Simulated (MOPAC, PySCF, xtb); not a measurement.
Relaxed torsion scan: diboron tetrachloride, SMILES ClB(Cl)B(Cl)Cl (B2Cl4). Scanned: dihedral Cl1–B2–B4–Cl5; all other coordinates were relaxed at B3LYP-D3(BJ)/def2-SVP. Points at φ and −φ are mirror images. Heavy atoms are numbered in the order of the SMILES ClB(Cl)B(Cl)Cl, hydrogens after them in the order of the atoms that carry them; the mirror image has the same energies with the sign of each dihedral reversed.

Levels: GFN1-xTB // B3LYP-D3(BJ)/def2-SVP (xtb); PM3, restricted, heats of formation // B3LYP-D3(BJ)/def2-SVP (MOPAC); RKS-B3LYP/6-31G* = restricted B3LYP/6-31G*, spherical d, density fitting // B3LYP-D3(BJ)/def2-SVP (PySCF 2.14.0).

Energies in mEh, each method relative to its own lowest point.

| φ / ° | GFN1-xTB | PM3 | RKS-B3LYP/6-31G* |
|---|---|---|---|
| -160 | 1.1 | 5.1 | 3.0 |
| -140 | 0.7 | 3.3 | 1.9 |
| -120 | 0.3 | 1.2 | 0.7 |
| -100 | 0.0 | 0.0 | 0.0 |
| -80 | 0.0 | 0.0 | 0.0 |
| -60 | 0.3 | 1.2 | 0.7 |
| -40 | 0.7 | 3.2 | 1.9 |
| -20 | 1.1 | 5.1 | 3.0 |
| 0 | 1.3 | 5.9 | 3.5 |
| 20 | 1.1 | 5.1 | 3.0 |
| 40 | 0.7 | 3.2 | 1.9 |
| 60 | 0.3 | 1.2 | 0.7 |
| 80 | 0.0 | 0.0 | 0.0 |
| 100 | 0.0 | 0.0 | 0.0 |
| 120 | 0.3 | 1.2 | 0.7 |
| 140 | 0.7 | 3.3 | 1.9 |
| 160 | 1.1 | 5.1 | 3.0 |
| 180 | 1.3 | 5.9 | 3.5 |
